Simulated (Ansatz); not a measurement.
CH5FNSc (`[CH3][Sc]([NH2])[F]`). The species carries charge 0 and has multiplicity 1.

Cartesian coordinates in Å:
```
C 0.900 1.179 0.700
Sc 0.197 -0.807 0.086
N -1.414 -0.898 -1.051
F 1.078 -2.343 0.625
H 1.880 1.176 1.191
H 0.972 1.861 -0.159
H 0.196 1.649 1.401
H -1.938 -0.094 -1.378
H -1.872 -1.724 -1.416
```

Problem. List the harmonic frequencies (cm⁻¹, unscaled) at PBE0-D4/def2-TZVP in Ansatz. (An estimate is asked.)

Solution. Computed: 12i, 71, 123, 145, 332, 396, 404, 477, 503, 542, 648, 706, 1157, 1421, 1425, 1544, 2997, 3066, 3093, 3536, 3626.
